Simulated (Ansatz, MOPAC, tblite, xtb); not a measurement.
Breaking a bond: MgB (anion, charge -1), lowest triplet found (which spin is the ground state isn't settled by this scan).

GFN2-xTB, 300 K electronic temperature (tblite); FCI = full CI/aug-cc-pVDZ, frozen core (Ansatz, a program for electronic structure); PM7, unrestricted, heats of formation (MOPAC); GFN1-xTB (xtb).

Minimum and curvature come from a quartic fit to the scan points round the minimum, the wavenumber from the most abundant isotopes. The energy at the longest distance isn't given for restricted levels, nor where a curve turns over.

```tsv
method	R at the minimum / Å	force constant / mdyn Å⁻¹	E(2.67 Å) − E(min) / kcal/mol	harmonic wavenumber / cm⁻¹
GFN2-xTB	2.038	1.43	14.7	567
FCI	2.318	0.715	3.9	401
PM7	2.182	1.59	14.9	597
GFN1-xTB	2.133	0.975	9.0	468
```

The scan ran from 1.64 to 7.61 Å; beyond the distances shown full CI changes its symmetry label. Where the anion isn't bound against loss of the electron, the finite basis alone holds it.
